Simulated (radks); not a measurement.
The numbers below are computed, except where a source is named.
Problem. Ionisation of Xe2+, [Kr] 4d10 5s2 5p4, to Xe3+, [Kr] 4d10 5s2 5p3, under several functionals. Dirac Kohn-Sham, spin-unpolarised, spherical densities, point nucleus; open shells are shared between the two j in proportion to 2j + 1; a radial shooting solver on a logarithmic mesh with Libxc functionals. Known Delta-SCF values: Wu-Cohen GGA 31.836 eV. What does PBE give, and what is its highest occupied eigenvalue?

Solution. 31.763 eV by Delta-SCF; the 5p3/2 eigenvalue is -26.148 eV. NIST: 31.05 eV (semi-empirical).

Beside tabulated values, note that spin-unpolarised runs miss the spin-polarisation part of the exchange energy of open shells.
